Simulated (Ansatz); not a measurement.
Input file for Ansatz (a first-principles code): R-BHLYP/def2-TZVPP on FH3Si (SMILES F[SiH3]).

Ansatz 0.2 input:
```yaml
crystal:
  periodic: [false, false, false]
  atoms:
    - {symbol: Si, position_ang: [-0.03854475, -0.01432537, 0.01380184]}
    - {symbol: F, position_ang: [1.38873293, 0.51537717, -0.49801543]}
    - {symbol: H, position_ang: [-0.35445418, -1.26410158, -0.70737760]}
    - {symbol: H, position_ang: [0.05301612, -0.26071828, 1.46733001]}
    - {symbol: H, position_ang: [-1.04875013, 1.02366806, -0.27583882]}
basis:
  gaussian:
    orbitals: def2-TZVPP
hamiltonian:
  xc: {name: BHLYP}
scf: {lower_state_search: off}
```

Task: Predict the final total energy.

Result: -391.2098 hartree.
